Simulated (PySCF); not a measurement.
## Adding and removing an electron: SnC

PBE0; Sn cc-pVDZ-PP with ECP28, C cc-pVDZ; scalar-relativistic core potentials (PySCF 2.14). Neutral (UKS): triplet (σ ↑, π ↑), Re = 2.022 Å, ωe = 627 cm⁻¹, De = 3.04 eV, HOMO -5.49 eV, LUMO -3.56 eV.

SnC⁺ (UKS): quartet (σ ↑, π ↑↑), Re = 2.126 Å, ωe = 593 cm⁻¹, De = 2.74 eV to Sn⁺ + C. The energies at the minima are -252.16339 hartree for SnC and -251.88408 for SnC⁺.

Work out the adiabatic ionisation energy, without and with harmonic zero-point energies (1 hartree = 27.2114 eV, 1 eV = 8065.5 cm⁻¹), and the change of the bond length.

At PBE0: 0.27931 hartree = 7.600 eV between the minima; the zero-point term (593.0 − 627.0)/2 cm⁻¹ = -0.002 eV makes it 7.598 eV. Re changes by +10.4 pm against the neutral. The electron leaves a π orbital, and the longer bond of the ion fits a bonding orbital, or a change in how ionic the bond is.

Spin–orbit coupling is left out, which matters for elements this heavy, above all for dissociation energies. For an ion De counts to the pair picked by the measured ionisation energies or electron affinities, which need not be the lowest pair at this level. States were picked by a PBE0 search and need not be the measured ground states.
